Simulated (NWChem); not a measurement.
Species: C2H3Br; SMILES C=CBr

```xyz
6

C     -0.3366     2.0998     0.0000
C      0.5178     1.0849     0.0000
Br    -0.0281    -0.7473     0.0000
H     -1.4129     1.9633     0.0000
H      0.0442     3.1181     0.0000
H      1.5962     1.1903     0.0000
```
Atoms are numbered in this order, from 1.

Results from NWChem. Geometry: optimised at B3LYP/6-31G* (spherical d). Static field.

```json
[
 {"level": "PBE/def2-SVPD", "isotropic polarisability (bohr³)": "49.4", "anisotropy (bohr³)": "29.0"},
 {"level": "B3LYP/def2-SVPD", "isotropic polarisability (bohr³)": "48.6", "anisotropy (bohr³)": "28.4"},
 {"level": "Hartree-Fock/def2-SVPD", "isotropic polarisability (bohr³)": "46.8", "anisotropy (bohr³)": "27.6"},
 {"level": "LDA (Slater exchange, VWN5)/def2-SVPD", "isotropic polarisability (bohr³)": "49.7", "anisotropy (bohr³)": "29.1"}
]
```
